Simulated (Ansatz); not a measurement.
Ansatz results at the PBE0-D4/def2-TZVP geometry: size of the dipole moment (PBE/def2-TZVPP) 0.76 D; HOMO energy (PBE/def2-TZVPP) -6.49 eV; LUMO energy (PBE/def2-TZVPP) -0.29 eV.

Each molecule was computed in one conformer, which needn't be the lowest.

(1) Which molecule gave them?
A. `FC[SiH](F)[AlH2]`
B. `CC1OC[SiH2]1`
C. `OB[SiH3]`
D. `O[SiH]1CCC1`

Answers

(1) D. The others give `CC1OC[SiH2]1`: 1.10, -5.60, -0.87; `OB[SiH3]`: 2.12, -6.62, -2.05; `FC[SiH](F)[AlH2]`: 2.24, -6.45, -3.19.
